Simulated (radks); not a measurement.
Species: Pt XXI. Configuration: [Xe] 4f1 5d1 6s2 (not the ground configuration). All-electron calculation, scalar-relativistic Kohn-Sham, LDA (Slater exchange, Perdew-Wang correlation), spin-polarised, spherical densities, finite nucleus; open shells are filled with parallel spins first (spin-orbit coupling, left out, can overturn this in heavy ions); Fermi nuclear charge, rms radius 5.427 fm. Program: a radial shooting solver on a logarithmic mesh with Libxc functionals.

X-ray form factor f0, the Fourier transform of the density (f0(0) = 58):

sin(theta)/lambda (1/angstrom),f0 (electrons)
0.05,57.730
0.1,56.939
0.15,55.685
0.2,54.052
0.25,52.141
0.3,50.054
0.4,45.710
0.5,41.553
0.6,37.819
0.8,31.685
1,26.995
1.25,22.568
1.5,19.226
2,14.838
